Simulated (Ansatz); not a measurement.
Two isomers of C2H9NOSi: A = `CO[SiH](C)N`, B = `COC(N)[SiH3]`.

Program: Ansatz. Geometries: PBE0-D4/def2-TZVP. ΔE: electronic, gas phase. CCSD(T)/CBS adds triple-zeta CCSD(T) − MP2 to the extrapolated MP2 energy (def2 sets, frozen cores). DFT in def2-TZVPP. B3LYP here is the variant with VWN-RPA as its local correlation; programs differ in this. One conformer a species, not always the lowest.

Which is lower in electronic energy at CCSD(T)/CBS, and by how much? (Estimate.)

Ansatz gave: A, by 316.4 kJ/mol.

Give E(B) − E(A) in kJ/mol with r2SCAN-D4, CCSD(T)/def2-TZVPP, CCSD/def2-TZVPP, ωB97M-V, B3LYP, MP2/def2-TZVPP, B2PLYP. (Best estimate.)

Ansatz gave: r2SCAN-D4 312.1, CCSD(T)/def2-TZVPP 309.7, CCSD/def2-TZVPP 313.6, ωB97M-V 312.4, B3LYP 306.9, MP2/def2-TZVPP 322.9, B2PLYP 313.9. None reverses the order clearly.

Largest T1 diagnostic: 0.012.

From PBE to PBE0 (25 % exact exchange), in def2-TZVPP and without D4, E(B) − E(A) moves by +12.4 kJ/mol.
